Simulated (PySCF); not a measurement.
SiCl2, SMILES Cl[Si]Cl (connectivity only; charge and spin as stated), neutral, multiplicity 1. Geometry: PBE-D3(BJ)/def2-TZVP. The isomer is the one that the SMILES or the coordinates give; other isomers of the formula were not compared.

The numbers are results of PBE-D3(BJ)/def2-TZVP run with PySCF, not measurements.

Harmonic wavenumbers (cm⁻¹): 186, 492, 496. Rotational constants (GHz): 14.33, 2.691, 2.265; symmetry number 2.

**Question.** Work out the zero-point energy and the ideal-gas rigid-rotor harmonic-oscillator thermochemistry at 298.15 K and 1 atm.

**Answer.** ZPE = ½ Σ hcν = ½ × 1175 cm⁻¹ = 7.03 kJ/mol. H − E(el) = 19.67 kJ/mol. Entropy in J/(mol K): translation 166.05, rotation 101.82, vibration 15.11, total 282.98. G − E(el) = -64.70 kJ/mol. Cp = 51.60 J/(mol K).
